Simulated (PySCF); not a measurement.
Vertical excitations of a molecule C3H6FNSi from TDA-PBE/def2-SVPD run with PySCF, as energy in eV (oscillator strength): 5.06 (0.027), 5.45 (0.175), 5.57 (0.002), 5.82 (0.007), 5.91 (0.104), 6.01 (0.048), 6.54 (0.010), 6.74 (0.004), 7.06 (0.002), 7.35 (0.001). Lowest triplet (TDA): 3.71 eV. Geometry: PBE-D3(BJ)/def2-SVP. The values are those of a single conformer.

Problem. Identify the compound among the candidates.
(A) C=C=CN[SiH2]F
(B) C[C@](F)([SiH3])C#N
(C) FC1=CCN[SiH2]1
(D) F[SiH2]N1C=CC1

Solution. D, F[SiH2]N1C=CC1
